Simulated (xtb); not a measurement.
Species: C₃H₉N, SMILES `CC(C)N` (charge 0, multiplicity 1).

Give a relaxed geometry from GFN2-xTB in xtb 6.7.1.

Several could match; the one computed here: the end point of this relaxation, one of several conformers (outside a Z-matrix the atoms follow the SMILES, hydrogens last).
Z-matrix (Å, degrees):
```
C
H 1 1.0973
N 1 1.4558 2 106.42
H 3 1.0144 1 110.46 2 61.98
H 3 1.0155 4 107.64 1 -119.96
C 1 1.5260 2 108.89 3 -116.87
H 6 1.0862 1 109.71 2 62.23
H 6 1.0867 7 109.07 1 121.23
H 6 1.0883 7 108.52 8 118.25
C 1 1.5345 2 108.73 3 122.52
H 10 1.0870 1 110.55 2 60.01
H 10 1.0891 11 108.40 1 121.35
H 10 1.0894 11 108.49 12 117.63
```
